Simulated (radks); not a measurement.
Effect of the nuclear size on neutral bromine, [Ar] 3d10 4s2 4p5. Calculated with a radial shooting solver on a logarithmic mesh with Libxc functionals: Dirac Kohn-Sham, relativistic LDA (MacDonald-Vosko exchange, VWN5 correlation), spin-unpolarised, spherical densities, finite nucleus; open shells are shared between the two j in proportion to 2j + 1; Fermi nuclear charge, rms radius 4.1629 fm. The rms radius is varied about that value; shifts are against it.

rms radius (fm)	total energy shift (eV)	density at nucleus (e/bohr^3)	1s1/2 shift (meV)	2s1/2 shift (meV)	3p1/2 shift (meV)	4s1/2 shift (meV)
3.4219	-0.174	4.458e+04	-73.7	-7.41	0.109	-0.123
3.9256	-0.0593	4.412e+04	-25.0	-2.52	0.037	-0.042
4.1629	0	4.392e+04	0.000	0.000	0.000	0.000
4.4002	0.0625	4.374e+04	26.4	2.65	-0.039	0.044
4.6791	0.140	4.354e+04	59.2	5.95	-0.087	0.099

Slopes of the eigenvalues against <r^2> in GHz/fm^2, as finite differences over the two radii next to the reference (eigenvalue slopes, not the field-shift constants of lines): 1s1/2 3150, 2s1/2 316, 3p1/2 -4.64, 4s1/2 5.26.
